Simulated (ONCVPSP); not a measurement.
**Zr: one change to an ONCV potential, before and after**

ONCVPSP 4.0.1 input, shortened (lines: element, Z, core and valence counts, functional; n l f; lmax; l rc ep ncon nbas qcut; lloc lpopt rc5 dvloc0; l nproj debl; icmod fcfact rcfact), LDA (Perdew-Wang 92), fully relativistic:

```
  Zr 40.00    6    4  -001012      upf
    1    0    2.00
    2    0    2.00
    2    1    6.00
    3    0    2.00
    3    1    6.00
    3    2   10.00
    4    0    2.00
    4    1    6.00
    4    2    2.00
    5    0    1.50
    3
    0    2.25    0.00    5    9    6.70
    1    1.35    0.00    4    9    5.80
    2    3.10    0.00    4    9    4.80
    3    2.35    0.28    4    8    5.20
    4    3    1.30    1.00
    0    2    2.10
    1    1    2.20
    2    2    0.40
    3    2    0.40
    0    0.00    0.00
```

Open shells are filled in proportion to 2j + 1.

Change: d: qcut 7.2.

Cutoffs: the cutoffs (Ha) at which the residual kinetic energy of the hardest occupied pseudo-wave falls to 1 and 0.1 mHa per electron; they do not see the model core or the augmentation charge, which bear on the density cutoff. Errors are all-electron minus pseudo energies relative to the spin-unpolarised reference configuration.

Question: What does the change do?

Answer: The potential gets neither clearly harder nor softer (37 Ha and 140 Ha → 37 Ha and 140 Ha); the p channel sets the loose cutoff, while the largest relative change is in d, which becomes harder; of the 4 tests that both files solve, the error grows in 0 and shrinks in 2 by more than 15 % and 0.3 meV (median size 2.0 → 1.1 meV); neither file shows a bound ghost.

```tsv
quantity	base	changed
cutoff, loose	37 Ha	37 Ha
cutoff, tight	140 Ha	140 Ha
loose cutoff by channel	s 14 Ha, p 37 Ha, d 8.4 Ha	s 14 Ha, p 37 Ha, d 11 Ha
bound ghosts	none	none
GHOST(+) flags under 300 eV	none	none
error for 4s2 4p6 4d2 5s2, meV [ΔE -2.97 eV]	0.0	0.0
error for 4s2 4p6 4d2 5s1, meV [ΔE 4.38 eV]	-0.2	-0.1
error for 4s2 4p6 4d2 5s0, meV [ΔE 17.61 eV]	-3.8	-2.0
error for 4s2 4p6 4d1 5s0, meV [ΔE 40.43 eV]	+72	+30
s: phases at 2.28 bohr within 0.05 rad from the reference energy up to (Ha; the scan ends near 5)	4.1	4.1
p3/2: phases at 1.37 bohr within 0.05 rad from the reference energy up to (Ha; the scan ends near 5)	2.7	2.7
p1/2: phases at 1.37 bohr within 0.05 rad from the reference energy up to (Ha; the scan ends near 5)	2.7	2.7
d5/2: phases at 3.15 bohr within 0.05 rad from the reference energy up to (Ha; the scan ends near 5)	2.3	2.7
d3/2: phases at 3.15 bohr within 0.05 rad from the reference energy up to (Ha; the scan ends near 5)	2.3	2.7
f7/2: phases at 2.39 bohr within 0.05 rad from the reference energy up to (Ha; the scan ends near 5)	2.7	2.7
f5/2: phases at 2.39 bohr within 0.05 rad from the reference energy up to (Ha; the scan ends near 5)	2.7	2.7
```
